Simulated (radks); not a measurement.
Q: Ga V, 27 electrons, occupied as [Ar] 3d9. Method: Dirac Kohn-Sham, PBE, spin-unpolarised, spherical densities, point nucleus; open shells are shared between the two j in proportion to 2j + 1; speed of light set to 205.554 atomic units (1.5 times the physical value, a model run); computed with a radial shooting solver on a logarithmic mesh with Libxc functionals. Some entries of the table are withheld. Estimate them.

orbital  occ.  eigenvalue (eV)  <1/r> (bohr^-1)  <r> (bohr)
1s1/2       2        -10210.53            30.85     0.04906
2s1/2       2        -1304.660            6.768      0.2198
2p1/2       2              (1)            6.732      0.1905
2p3/2       4              (2)            6.656      0.1920
3s1/2       2        -203.1816            2.177      0.6527
3p1/2       2        -156.8580              (3)      0.6697
3p3/2       4        -155.2435              (4)      0.6741
3d3/2     3.6         -76.1122              (5)      0.7413
3d5/2     5.4         -75.8849              (6)      0.7431

A: 
(1) 2p1/2 eigenvalue (eV): -1162.272
(2) 2p3/2 eigenvalue (eV): -1150.182
(3) 3p1/2 <1/r> (bohr^-1): 2.056
(4) 3p3/2 <1/r> (bohr^-1): 2.038
(5) 3d3/2 <1/r> (bohr^-1): 1.741
(6) 3d5/2 <1/r> (bohr^-1): 1.736
